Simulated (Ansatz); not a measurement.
Cost and result for the atomization energy of CH$_{6}$BGaO (`[BH2][GaH][O]C`) (10 atoms, 9 bonds).

```
atom    x (Å)    y (Å)    z (Å)
  B1  -1.2930  -2.0184   1.0177
 Ga2  -0.1876  -0.2684   0.8430
  O3   0.1601   0.2241  -0.8437
  C4   0.8888   1.3701  -1.1896
  H5  -2.4887  -2.0062   1.0603
  H6  -0.7667  -3.0899   1.0983
  H7   0.4101   0.7193   1.9135
  H8   0.2743   2.0344  -1.8086
  H9   1.2295   1.9432  -0.3161
 H10   1.7732   1.0917  -1.7747
```

Total charge 0; spin multiplicity 1. Correlated methods include outer-core shells of Ga, which these sets cover unevenly. Scalar relativity is left out up to krypton. All single points use the PBE0-D4/def2-TZVP geometry. It is one conformer, not always the lowest. Program: Ansatz. All runs use 4 threads of an Arm Neoverse V2 on a shared host. Times are those of one run each, without the atoms' runs, and a repeat can differ threefold. Electronic energies, without spin–orbit coupling; frozen cores. CCSD(T)/CBS adds CCSD(T) − MP2 in def2-TZVPP to the MP2 limit, and its time is that of the two runs behind it. T1 = 0.015. With those shells the extrapolation isn't a true limit. B3LYP takes the VWN-RPA correlation (the form of Gaussian; ORCA's B3LYP/G). HSE06 is the plane-wave form, built on full-range PBE exchange.

CCSD(T)/CBS is a level of theory with its own doubt, some kJ/mol a heavy atom from the limit and from the frozen cores, so smaller differences don't rank the functionals.

```csv
level,functions,wall time,atomization (kJ/mol),difference from CCSD(T)/CBS,per bond
PBE-D4/def2-TZVPP (with forces),225,1.9 s,3300.7,31.9,3.5
PBE0-D4/def2-TZVPP,225,2 s,3254.7,-14.1,-1.6
HSE06-D4/def2-TZVPP,225,2.2 s,3256.6,-12.2,-1.4
CAM-B3LYP-D4/def2-TZVPP,225,2.4 s,3285.5,16.7,1.8
B3LYP-D4/def2-TZVPP (with forces),225,3.1 s,3261.3,-7.5,-0.8
r2SCANh-D4/def2-TZVPP,225,3.7 s,3263.1,-5.7,-0.6
B2PLYP/def2-TZVPP,225,3.7 s,3235.5,-33.3,-3.7
CCSD(T)/def2-SVP,104,4.5 s,3108.9,-159.9,-17.8
B97M-V/def2-TZVPP,225,7.5 s,3280.1,11.3,1.3
ωB97M-V/def2-TZVPP (with forces),225,8 s,3266.8,-2.0,-0.2
MP2/def2-QZVPP,440,15 s,3280.4,11.6,1.3
CCSD(T)/def2-TZVPP,225,93 s,3202.4,-66.4,-7.4
CCSD(T)/CBS(def2),–,110 s,3268.8,0.0,0.0
```

Leaving LDA and LC-ωPBE aside and taking each functional with its dispersion term where it has one, the values, not all of them listed here, spread over 116.4 kJ/mol, from BHLYP-D4 to PBE-D4. LDA lies +429.3 kJ/mol from PBE without D4, its usual overbinding. From BLYP to BHLYP (50 % exact exchange), in def2-TZVPP and without D4, the atomization energy moves by −47.9 kJ/mol: exact exchange takes away binding that semilocal exchange gives to molecules. The D4 term adds +25.9 kJ/mol with B3LYP and +13.5 kJ/mol with PBE0; it sums over pairs of atoms, weighted by their polarisabilities, and B3LYP, whose exchange is more repulsive, gets the larger term.
